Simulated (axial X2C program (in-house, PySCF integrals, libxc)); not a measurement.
# Potential curves of RhGe⁺, without spin–orbit coupling

Computed with an in-house relativistic program for diatomic molecules. Spin-free means the one-electron spin-free X2C Hamiltonian. Basis: Rh dyall-v3z [12s12p8d3f2g], Ge dyall-v3z [9s9p7d1f] (cores contracted in-house); Gaussian nuclei, density fitting, unrestricted open shells. Masses: Rh 102.906 u, Ge 73.921 u.

State: M_S = 0, Λ = 0 (closed shell). Energies in cm⁻¹ from the fragments at the same level (Rh+ + Ge). Fits are polynomials in 1 − R0/R over 0.85 to 1.23 times the lowest point R0.

| R (Å) | B97-3 | PBE50 | PBE0 |
| --- | --- | --- | --- |
| 1.8479 | -19613 | -12436 | -20864 |
| 1.9328 | -26088 | -18022 | -27098 |
| 1.9966 | -28847 | -20188 | -29693 |
| 2.0603 | -30291 | -21103 | -30982 |
| 2.1240 | -30755 | -21109 | -31300 |
| 2.1983 | -30399 | -20312 | -30780 |
| 2.2727 | -29360 | -18948 | -29586 |
| 2.3683 | -27382 | -16736 | -27416 |
| 2.4851 | -24420 | -13772 | -24228 |
| 2.6550 | -19763 | -9536 | -19249 |

One determinant describes the state; a PBE0 search over occupations chose it and may have missed a lower one. The closed shell is kept restricted, so the energy runs too high when the bond is stretched far. Dissociation energies refer to the lowest single-determinant-based atoms at the same level and basis. PBE0 can misorder states that lie within some tenths of an eV, so this need not be the ground state of the molecule. The nearest other spin-free determinant of the search, M_S = 1, Λ = 2, lies 0.34 eV up at the distance of the search. The functionals have no current-density term, which raises determinants with orbital currents, atoms included. Spin-free De lacks the spin–orbit lowering of the heavy p-block atom, a tenth of an eV or more for 4p and 5p, up to an eV for 6p and one to two eV for 7p atoms, less what an open-shell molecule gains itself.

Fit the B97-3 curve near its minimum: give the equilibrium distance, the harmonic wavenumber and the well depth.

At B97-3, spin-free: Re = 2.130 Å, ωe ≈ 367 cm⁻¹, De = 3.81 eV to Rh+ + Ge; Be follows as 0.0864 cm⁻¹.

What are Re, ωe and De at the PBE50 level?

At PBE50, spin-free: Re = 2.092 Å, ωe ≈ 385 cm⁻¹, De = 2.63 eV to Rh+ + Ge; Be follows as 0.0896 cm⁻¹.

Fit the PBE0 curve near its minimum: give the equilibrium distance, the harmonic wavenumber and the well depth.

At PBE0, spin-free: Re = 2.117 Å, ωe ≈ 377 cm⁻¹, De = 3.88 eV to Rh+ + Ge; Be follows as 0.0874 cm⁻¹.
